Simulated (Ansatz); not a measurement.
Species: fluoro(silyl)silane, Si₂H₅F, charge 0, multiplicity 1. SMILES: F[SiH2][SiH3]
Geometry from a B3LYP-D3(BJ)/def2-TZVP (Ansatz, a first-principles code) optimisation:
```xyz
8

F     -1.4907     0.9927     0.4651
Si    -0.8103    -0.3708    -0.0655
Si     1.5193    -0.1031    -0.1563
H     -1.1958    -1.4565     0.8663
H     -1.3754    -0.6627    -1.4038
H      2.1164    -1.3703    -0.6467
H      1.8827     0.9927    -1.0856
H      2.0627     0.1971     1.1894
```
Charge 0, spin multiplicity 1.

Quantity: vertical triplet-singlet gap, E(triplet) - E(singlet), in eV. Terms: open shells spin-unrestricted; each state is the SCF solution reached for its charge and spin; no spin-orbit coupling; six Cartesian d functions in 6-31G* and its kin unless marked 5d; 6-311+G** with 5d, 6d on Na to Ar in Ansatz; no dispersion term unless named; frozen cores in correlated levels; non-relativistic. CBS(X,Y): correlation extrapolated as X^-3; Hartree-Fock from the larger set. The bracket is a focal-point correction in the basis named. First-principles rows: single points at B3LYP-D3(BJ) geometries (Ansatz). Levels can end on unlike triplets.

Coupled cluster (Ansatz) is a level with limits of its own, used here on species with T1 under 0.025 (0.045 for open shells) and stable references: RI-MP2/CBS(aug-cc-pV(T+d)Z,aug-cc-pV(Q+d)Z)+[CCSD(T)-MP2]/aug-cc-pV(T+d)Z.

Value to compare with, RI-MP2/CBS(aug-cc-pV(T+d)Z,aug-cc-pV(Q+d)Z)+[CCSD(T)-MP2]/aug-cc-pV(T+d)Z (Ansatz): 5.85 eV.

```json
[
 {"level": "B3LYP/STO-3G", "program": "Ansatz", "vertical triplet-singlet gap, E(triplet) - E(singlet) (eV)": "8.58", "difference": "2.73"},
 {"level": "B3LYP/3-21G", "program": "Ansatz", "vertical triplet-singlet gap, E(triplet) - E(singlet) (eV)": "6.45", "difference": "0.60"},
 {"level": "B3LYP/6-31G*", "program": "Ansatz", "vertical triplet-singlet gap, E(triplet) - E(singlet) (eV)": "5.94", "difference": "0.09"},
 {"level": "B3LYP/6-311+G**", "program": "Ansatz", "vertical triplet-singlet gap, E(triplet) - E(singlet) (eV)": "5.79", "difference": "-0.06"},
 {"level": "B3LYP/def2-TZVPD", "program": "Ansatz", "vertical triplet-singlet gap, E(triplet) - E(singlet) (eV)": "5.57", "difference": "-0.28"}
]
```

Among the 4 habitual levels, B3LYP/STO-3G lies farthest from RI-MP2/CBS(aug-cc-pV(T+d)Z,aug-cc-pV(Q+d)Z)+[CCSD(T)-MP2]/aug-cc-pV(T+d)Z (Ansatz) (2.73 eV); 3 of 4 lie above it, and their mean absolute difference is 0.87 eV, the median 0.34. One case shows no general order.

The sets are all those run for this method; left out are runs that failed, that the program found above a lower state of the same kind, or whose <S^2> lies over 0.5 above the pure value.
